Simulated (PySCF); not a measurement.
H2BiF (SMILES [F][BiH2]), singlet, geometry from GFN2-xTB (such geometries of metal compounds can be far from the true shape) (core potentials on Bi). Base run: PySCF with HF/def2-SVP, polarisability.

The PySCF input:
```python
from pyscf import gto, scf
from pyscf.prop import polarizability

mol = gto.Mole()
mol.atom = '''
    Bi   -0.099294   -0.113480    0.133279
    H    -1.511638    0.206098   -0.881997
    H     0.296475   -1.454865   -0.949165
    F     1.050729    1.185293   -1.025666
'''
mol.basis = 'def2-svp'
mol.ecp = {'Bi': 'def2-svp'}
mol.charge = 0
mol.spin = 0
mol.verbose = 4
mol.build()

mf = scf.RHF(mol)
mf.kernel()
alpha = mf.Polarizability().polarizability()[2, 2]
print('alpha_zz =', alpha)
```

The base run was repeated with changes; each row names its change, and settings that it needs were set with it.

```json
[
 {"change": "base", "alpha_zz (bohr³)": "35.92", "basis functions": "50"},
 {"change": "finite field (a.u.) = 2e-4; conv_tol = 1e-11", "alpha_zz (bohr³)": "35.92", "basis functions": "50"},
 {"change": "functional = pbe0", "alpha_zz (bohr³)": "37.45", "basis functions": "50"},
 {"change": "functional = lda,vwn", "alpha_zz (bohr³)": "___", "basis functions": "50"},
 {"change": "finite field (a.u.) = 2e-4; conv_tol = 1e-6", "alpha_zz (bohr³)": "35.60", "basis functions": "50"},
 {"change": "basis = def2-TZVP", "alpha_zz (bohr³)": "40.31", "basis functions": "93"},
 {"change": "finite field (a.u.) = 0.001; conv_tol = 1e-11", "alpha_zz (bohr³)": "35.92", "basis functions": "50"},
 {"change": "basis = def2-SVPD", "alpha_zz (bohr³)": "___", "basis functions": "___"},
 {"change": "finite field (a.u.) = 0.02; conv_tol = 1e-11", "alpha_zz (bohr³)": "35.95", "basis functions": "50"},
 {"change": "finite field (a.u.) = 0.05; conv_tol = 1e-11", "alpha_zz (bohr³)": "36.07", "basis functions": "50"},
 {"change": "functional = camb3lyp", "alpha_zz (bohr³)": "36.93", "basis functions": "50"},
 {"change": "basis = def2-TZVPD", "alpha_zz (bohr³)": "45.09", "basis functions": "114"}
]
```

Problem. Some entries are withheld; supply them.

Solution. 
- functional = lda,vwn, alpha_zz (bohr³): 37.96
- basis = def2-SVPD, alpha_zz (bohr³): 44.28
- basis = def2-SVPD, basis functions: 71

Finite-field rows take the second difference of the energy in a field along z; a small field with loose convergence shows SCF noise divided by the square of the field, and a large one adds hyperpolarisability.
